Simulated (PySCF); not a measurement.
How methods differ on the ionisation energy of Si⁺

Si⁺ [Ne] 3s2 3p1 (2P) → Si²⁺ [Ne] 3s2 (1S), as a difference of total energies. Calculation: PySCF 2.14, in cc-pVDZ-DK (4s3p1d, 18 functions); scalar relativity by spin-free X2C-1e. Correlated levels: valence: [Ne] frozen. The calculations carry no spin-orbit coupling.

```
           method  ionisation energy (eV)
              UHF                  15.802
             BP86                  16.479
            M06-L                  16.174
    MP2 (valence)                  15.969
SCS-MP2 (valence)                  15.950
   CCSD (valence)                  16.065
CCSD(T) (valence)                  16.082
```

Question: How much does correlation contribute at CCSD(T) (valence)?

Answer: 16.082 − (15.802) = 0.280 eV, measured against UHF.

Errors of the correlated levels include the incompleteness of this basis and the frozen core.

For comparison: 16.322 eV (measured; NIST levels, between the centres of gravity of the two terms).
